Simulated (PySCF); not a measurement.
**Peak assignment**

Numbering as in the mapped SMILES `[CH2:1]=[CH:2][c:3]1[cH:4][cH:5][c:6]([F:7])[cH:8][c:9]1[C:10](=[O:11])[Cl:12]`. Each H is labelled by its parent atom. Ha(C1) is cis to C3; Hb(C1) is trans to C3.

All values are calculated (PySCF): GIAO PBE0/pcSseg-1 shieldings, structure optimised with GFN2-xTB. In vacuum, no relativistic terms, a single conformation.

Referencing at the same level of theory: ¹³C (186.93 ppm), ¹H (31.72 ppm) vs TMS.

**Question.** Assign these signals to the numbered atoms. ¹³C{¹H} NMR (computed): δ 182.9, 171.0, 143.2, 141.8, 140.7, 136.9, 135.9, 124.9, 122.1.

**Answer.** 
182.9 → C10, carbonyl carbon
171.0 → C6, aromatic carbon bearing fluorine: the electronegative substituent deshields the carbon that carries it
143.2 → C9, substituted aromatic carbon
141.8 → C2, alkene CH: the olefinic region
140.7 → C3, substituted aromatic carbon
136.9 → C4, aromatic CH: the aromatic region
135.9 → C1, terminal =CH2 carbon: an sp2 carbon of a C=C bond
124.9 → C5, aromatic CH
122.1 → C8, aromatic CH

C9 and C2; C2 and C3; C4 and C1 lie closer than the usual error of such a calculation, so a measured spectrum could show them in the other order.

**Question.** Assign these signals to the numbered atoms. ¹H NMR (400 MHz, computed): δ 7.54 (m, 1H), 7.50 (m, 1H), 7.46 (m, 1H), 7.13 (m, 1H), 6.02 (m, 1H), 6.00 (m, 1H).

**Answer.** 
| δ (ppm) | atoms | environment | reason |
| --- | --- | --- | --- |
| 7.54 | H(C4) | hydrogen on an aromatic CH | the ring current deshields protons in the ring plane |
| 7.50 | H(C5) | hydrogen on an aromatic CH | – |
| 7.46 | H(C8) | hydrogen on an aromatic CH | – |
| 7.13 | H(C2) | hydrogen on an alkene CH | a vinylic proton, deshielded by the sp2 carbon and the C=C anisotropy |
| 6.02 | Hb(C1) | hydrogen on a terminal =CH2 carbon | attached to an sp2 carbon and in the plane of the double bond |
| 6.00 | Ha(C1) | hydrogen on a terminal =CH2 carbon | – |

H(C4) and H(C5); H(C5) and H(C8); Hb(C1) and Ha(C1) lie closer than the usual error of such a calculation, so a measured spectrum could show them in the other order.

Carbons that carry Cl, above all several Cl atoms, come out too deshielded, partly because spin–orbit coupling is missing. Splittings by ¹⁹F in the carbon and heteronuclear signals aren't shown, as no couplings were computed. Shifts are as computed. Against solution values, carbons near 30 ppm lie about +3 ppm off and those near 130 ppm about +5 ppm; carbons on Cl a further +6 ppm. Of 1211 compounds with measured shifts, 218 miss one by over three times the rms of a fit or turn the order of signals round; such compounds aren't used in these exercises. No couplings were computed; multiplicities are counted from neighbouring protons, with m where these are inequivalent, close in shift, in a saturated or five-membered ring or joined by F or P, and br s for small geminal =CH2 splittings.
